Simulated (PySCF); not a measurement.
PySCF 2.14 output of an unrestricted wB97X calculation on a single atom or ion in ANO-RCC-VTZP, with the spin-free X2C one-electron Hamiltonian (Gaussian nucleus):

```
SCF conv_tol = 1e-09
number electrons alpha = 25  beta = 22
    J.-D. Chai and M. Head-Gordon.,  J. Chem. Phys. 128, 084106 (2008)
cycle= 1 E= -5315.13025689234  delta_E= -0.0135  |g|= 0.0346  |ddm|= 0.0982
cycle= 2 E= -5315.13070578159  delta_E= -0.000449  |g|= 0.0113  |ddm|= 0.0271
cycle= 3 E= -5315.13074662121  delta_E= -4.08e-05  |g|= 0.00576  |ddm|= 0.00824
cycle= 4 E= -5315.13075758582  delta_E= -1.1e-05  |g|= 0.00171  |ddm|= 0.00466
cycle= 5 E= -5315.13075897535  delta_E= -1.39e-06  |g|= 9.77e-05  |ddm|= 0.00193
cycle= 6 E= -5315.13075899429  delta_E= -1.89e-08  |g|= 1.33e-05  |ddm|= 0.000313
cycle= 7 E= -5315.13075899461  delta_E= -3.14e-10  |g|= 3.45e-06  |ddm|= 3.58e-05
converged SCF energy = -5315.13075899461  <S^2> = 3.7503899  2S+1 = 4.0001949
```

The run itself started from symmetry-adapted Hartree-Fock orbitals and held the occupation by maximum overlap, on a logarithmic radial grid, so the iterations belong to that start.

Q: Which element, charge and spin multiplicity is this?

A: Ag (silver, neutral), multiplicity 4; the state was [Kr] 4d9 5s1 5p1, one real determinant (an excited configuration).

⟨L²⟩ = 8.01 against 12 for a pure F term, so this real determinant mixes terms.
